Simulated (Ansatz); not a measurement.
This Ansatz (a first-principles code) input (MP2/aug-cc-pV(Q+d)Z) gives -0.49995 Eh with 46 basis functions. A basis named .json is the Basis Set Exchange file of that set (core-valence sets with the plain set on hydrogen).

Ansatz 0.2 input:
```yaml
crystal:
  periodic: [false, false, false]
  atoms:
    - {symbol: H, position_ang: [0.00000000, 0.00000000, 0.00000000]}
basis:
  gaussian:
    orbitals: aug-cc-pV_Q+d_Z.json
magnetization: {spin_polarized: true, initial_magnetization: 1}
correlation: {method: mp2, electrons: outside_noble_gas}
scf: {lower_state_search: full}
```

Change:
```diff
- orbitals: aug-cc-pV_Q+d_Z.json
+ orbitals: aug-pcseg-3
```

Problem. What does the run give now?

Solution. -0.49999 Eh (MP2/aug-pcseg-3, 49 functions), a change of -0.04 mEh.
